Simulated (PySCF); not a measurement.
C6H10OS.
SMILES with atom numbers: `[CH3:1][C@@H:2]1[CH2:3][CH2:4][CH:5]=[CH:6][S@:7]1=[O:8]` (hydrogens: H9, H10, H11 on C1; H12 on C2; H13, H14 on C3; H15, H16 on C4; H17 on C5; H18 on C6)

Geometry (GFN2-xTB, Å), atoms numbered from 1 in this order:
```xyz
18
C6H10OS angstrom
C      2.3259   -0.0686    0.1188
C      0.8225    0.0812    0.2573
C      0.0409   -1.1223   -0.2373
C     -1.4174   -1.0700    0.2105
C     -2.0628    0.2626    0.0036
C     -1.4548    1.3650   -0.3929
S      0.2992    1.5027   -0.8281
O      0.7590    2.7358   -0.1828
H      2.8099    0.8797    0.3422
H      2.5871   -0.3589   -0.8972
H      2.7079   -0.8226    0.8050
H      0.5553    0.3480    1.2815
H      0.4972   -2.0437    0.1333
H      0.0913   -1.1416   -1.3293
H     -1.4835   -1.3090    1.2779
H     -1.9972   -1.8323   -0.3172
H     -3.1202    0.2932    0.2427
H     -1.9691    2.3071   -0.4996
```

Computed with PBE0/def2-SVPD in PySCF (dipole) on a GFN2-xTB geometry, gas phase.

Masses are those of the commonest isotopes; rigid-rotor values at the optimised geometry. The values belong to one conformer with, in the numbering `[CH3:1][C@@H:2]1[CH2:3][CH2:4][CH:5]=[CH:6][S@:7]1=[O:8]`, C1–C2–C3–C4 167°, C2–C3–C4–C5 46°, C3–C4–C5–C6 -7°, C5–C6–S7–O8 -136°.

Task: Give the principal moments of inertia and the rotational constants in cm⁻¹.

Result: Ia = 211.88, Ib = 274.68, Ic = 446.11 u·Å²; 505379 MHz·u·Å²/I gives 2385, 1840 and 1133 MHz, that is A = 0.07956, B = 0.06137, C = 0.03779 cm⁻¹.

Task: Classify the top.

Result: An asymmetric top: κ = (2 × 1840 − 2385 − 1133)/(2385 − 1133) = 0.13.

Task: What does the inertial defect say?

Result: Not planar: Δ = Ic − Ia − Ib = -40.46 u·Å². For a rigid frame Δ = −2 Σ m c², so Σ m c² = 20.23 u·Å² lies off the ab plane: 7.46 from hydrogen and 12.77 from heavier atoms. The atom farthest from that plane is 1.42 Å away.

Task: Where do the levels up to J = 2 lie, in MHz?

Result: Above 0(0,0):
J = 1: 1(0,1) 2973, 1(1,1) 3518, 1(1,0) 4225
J = 2: 2(0,2) 8541, 2(1,2) 8757, 2(1,1) 10878, 2(2,1) 12514, 2(2,0) 12891

Task: Predict some low-J microwave lines.

Result: The dipole components are |μa| = 4.12 D, |μb| = 2.21 D, |μc| = 0.43 D. The squared components, which scale the intensities, stand as 1.00 : 0.29 : 0.01 (a : b : c). Some lines, for components of 0.1 D or more:

| type | branch | J(Ka,Kc) | MHz | lower level (cm⁻¹) |
| --- | --- | --- | --- | --- |
| a | Q | 3(2,1) ← 3(2,2) | 1478 | 0.715 |
| a | Q | 4(2,2) ← 4(2,3) | 3290 | 1.101 |
| b | R | 1(1,1) ← 0(0,0) | 3518 | 0.000 |
| b | Q | 2(2,1) ← 2(1,2) | 3757 | 0.292 |
| b | Q | 3(2,2) ← 3(1,3) | 5015 | 0.548 |
| a | Q | 4(1,3) ← 4(1,4) | 6239 | 0.881 |
| c | R | 2(2,1) ← 1(1,1) | 8996 | 0.117 |
| b | R | 3(2,2) ← 2(1,1) | 10554 | 0.363 |
| a | R | 4(1,3) ← 3(1,2) | 12130 | 0.684 |
| c | R | 3(2,2) ← 2(1,2) | 12675 | 0.292 |
| a | R | 4(3,1) ← 3(3,0) | 13066 | 0.876 |
| c | R | 4(2,2) ← 3(1,2) | 15788 | 0.684 |

Task: Estimate the classical rotational partition function at 10 K, 50 K and 298.15 K.

Result: Point group C1, symmetry number σ = 1; q = (√π/σ)·√((kT/h)³/(ABC)), k/h = 20836.6 MHz/K: 2390 at 10 K, 26700 at 50 K, 389000 at 298.15 K.

Whether it is a minimum is left open (no frequencies). Constants of a rigid frame at the computed geometry: no zero-point averaging, no centrifugal distortion. A rigid rotor knows nothing of internal rotation, which can split or shift real lines.

The run took 55 s on one thread, Arm Neoverse V1, no GPU, on a shared host. This is the PBE0/def2-SVPD job that gave the dipole, with the excitations it also computed.
